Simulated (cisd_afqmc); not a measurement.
Input (AFQMC/CISD/cc-pVDZ; cisd_afqmc is a phaseless AFQMC code with CISD trial states that reads the integrals written by Ansatz):

Ansatz 0.2 input:
```python
import cisd_afqmc

open("ham.yaml", "w").write("""\
crystal:
  periodic: [false, false, false]
  atoms:
    - {symbol: Ga, position_ang: [-0.00000000, -0.00000000, -1.36955424]}
    - {symbol: Ga, position_ang: [0.00000000, 0.00000000, 1.36955424]}
basis:
  gaussian:
    orbitals: cc-pVDZ
magnetization: {spin_polarized: true, initial_magnetization: 2}
correlation: {method: ccsd, electrons: outside_noble_gas, hamiltonian_folder: ham}
""")
rep = cisd_afqmc.ansatz("ham.yaml")
e_ccsd = rep["correlation"]["coupled_cluster"]["energy"]["hartree"]
out = cisd_afqmc.run("ham", e_ccsd, trial="CISD", walkers=200, populations=8, threads=8, dt=0.005, steps=40, early=24, settle=10, least=32,
    cut=5e-5, rank_cut=2e-4, target=0.0004, seconds=1500, seed=1, memory=17280, gpu=False)
```

Output:

```
orbitals 26, occupied [4, 2], factors 126 of 648, rank of the doubles 75 of 136
E(HF) = -3846.410470
E(CCSD) on the cut factors = -3846.511015, shift to the whole factors -0.000002
Energy of the trial state on the determinant = -3846.510976
  tau behind 7.2 of longer steps, mean of the populations' last blocks
   2.0  -3846.51526
   4.0  -3846.51451
   6.0  -3846.51452
   8.0  -3846.51521
blocks 392 (7 outliers left out), error by blocks joined: 1: 0.00006, 2: 0.00008, 4: 0.00010, 8: 0.00012, 16: 0.00014
E(AFQMC/CISD) = -3846.51497 +/- 0.00014
```
